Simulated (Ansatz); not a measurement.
`B[NH][GaH2]` + H₂ → `[GaH3]` + `BN` at 600 K and 1 bar (hydrogenolysis of a Ga–N bond).

Gas-phase electronic energies from Ansatz, PBE0-D4/def2-TZVP geometries. CCSD(T)/CBS adds triple-zeta CCSD(T) − MP2 to the extrapolated MP2 energy (def2 sets, frozen cores). This one scheme is used for every species. For Ga outer-core shells are correlated without core-valence functions, which leaves a few kJ/mol of doubt a bond. Scalar relativity is left out up to krypton.

| species | CCSD(T)/CBS energy (Eh) | H − E (kJ/mol) | S (J/(mol·K)) |
| --- | --- | --- | --- |
| `B[NH][GaH2]` | -2006.47671 | 181.8 | 368.0 |
| H₂ | -1.17544 | 43.9 | 150.8 |
| `[GaH3]` | -1925.70545 | 74.9 | 253.2 |
| `BN` | -81.93499 | 155.9 | 270.2 |

H − E and S are ideal-gas, rigid-rotor, harmonic terms from PBE0-D4/def2-TZVP. The MP2-based limit puts H₂ 0.8 mEh under its directly extrapolated value; such offsets cancel only in part. 1 Eh = 2625.50 kJ/mol, R = 8.31446 J/(mol·K).

Task: By hand: ΔE, ΔH, ΔS and ΔG.

Result: ΔE = (-1925.70545) + (-81.93499) − (-2006.47671) − (-1.17544) = 0.01171 Eh = 30.7 kJ/mol. Δ(H − E) = 74.9 + 155.9 − 181.8 − 43.9 = 5.1, so ΔH = 35.8 kJ/mol. ΔS = 253.2 + 270.2 − 368.0 − 150.8 = 4.6 J/(mol·K). ΔG = 35.8 − 600 × (4.6)/1000 = 33.0 kJ/mol.

Task: By hand: the equilibrium constant, and the temperature at which ΔG would vanish if ΔH and ΔS stayed fixed.

Result: log₁₀ K = −ΔG/(RT ln 10) = -2.9. ΔG = 0 at ΔH/ΔS = 7783 K, far beyond where these terms or the molecules hold.

The number of gas molecules stays the same, so ΔS is small and ΔH decides. A doubt of 5 kJ/mol in ΔE shifts log₁₀ K by 0.4 here. These are equilibria of isolated gas molecules and say nothing of rates. Largest T1 diagnostic: 0.013 (customary marks: 0.02 for closed shells, 0.045 for open ones).
